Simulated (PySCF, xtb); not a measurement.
CH6SSeSi, SMILES CS[Se][SiH3].

GFN2-xTB (xtb) at its own geometry gives an orbital gap of 3.11 eV and a dipole moment of 3.11 D.

The structure is a stationary point at B3LYP-D3(BJ)/def2-SVP. The structure was generated by enumeration, and PubChem lists no compound with its InChIKey, so it may never have been made. One conformer was computed; it need not be the lowest.

Question: What does PBE0/def2-TZVP run with PySCF give? (An estimate is asked for; the answer gives what the named calculation found.)

Answer: gap 5.33 eV (levels -6.82 and -1.48 eV), dipole 1.64 D.
